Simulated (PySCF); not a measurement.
BiO₂⁺, singlet: computed properties

These are results of PBE0 in PySCF with Bi def2-TZVP with ECP60, O def2-TZVP; scalar-relativistic core potentials, no spin–orbit coupling; density-fitted integrals, not measurements.

The structure is a minimum.

Coordinates in bohr (charge 1 multiplicity 1):
```
Bi    0.0000    0.0000    0.0000
O     0.0000    0.0000    3.4808
O     0.0000    0.0000   -3.4808
```

```
Point group                                                                   : D∞h
Bond lengths                                                                  : Bi–O 1.842 Å (×2)
Bond angles                                                                   : O–Bi–O 180.0°
Rotational constants                                                          : 0.1553 cm⁻¹
Entropy at 298.15 K and 1 bar                                                 : 268.3 J/(mol K)
Rotational symmetry number                                                    : 2
Heat capacity Cp at 298.15 K                                                  : 50.6 J/(mol K)
Dipole moment about the centre of mass                                        : 0.00 D
Lowest empty level                                                            : -10.99 eV
Principal polarisabilities                                                    : 22.1, 22.1, 58.1 bohr³
Highest occupied level                                                        : -15.98 eV
Principal quadrupole moments (Buckingham, traceless) about the centre of mass : -8.88, 4.44, 4.44 D Å
Zero-point energy                                                             : 11.1 kJ/mol
Enthalpy at 298.15 K above 0 K                                                : 12.80 kJ/mol
```

Harmonic modes (masses in u: Bi 208.980, O 15.995):
| symmetry | ω (cm⁻¹) | IR (km/mol, summed over degenerate members) | μ (u) |
| --- | --- | --- | --- |
| πu | 112 | 31.9 | 18.23 |
| σg+ | 779 | 0.0 | 15.99 |
| σu+ | 853 | 15.6 | 18.23 |

In D∞h the vibrations span πu + σg+ + σu+. The σg+ mode carries no infrared intensity, as symmetry demands. With a centre of inversion only u modes can be infrared active and only g modes Raman active.

Charges (e):
| atom | Mulliken | Löwdin | polar tensor | Mayer order to Bi1 |
| --- | --- | --- | --- | --- |
| Bi1 | 1.66 | 1.49 | 1.54 | – |
| O2,3 | -0.33 | -0.24 | -0.27 | 1.73 |
Other Mayer orders above 0.3: O–O 0.37.

Mulliken populations on Bi1 (electrons outside its core potential): s 3.54, p 7.48, d 10.18, f 0.13.

Outer orbital energies (eV). occupied: -23.39, -17.87, -17.34, -17.34, -15.98, -15.98; empty: -10.99, -9.89, -9.89, -4.27.

Counting electrons, bismuth keeps none of its valence electrons outside its bonds, so the VSEPR class is AX2 and the expected shape is linear (D∞h), as computed.

This need not be the most stable arrangement of these atoms. Spin–orbit coupling, left out here, can matter for elements this heavy.

The final relaxation and frequency run took 17 s on 2 threads of a shared AMD EPYC 7R43 64-Core (Zen 3) host, with 112 basis functions and 5 gradients; the process peaked at 1 GiB.
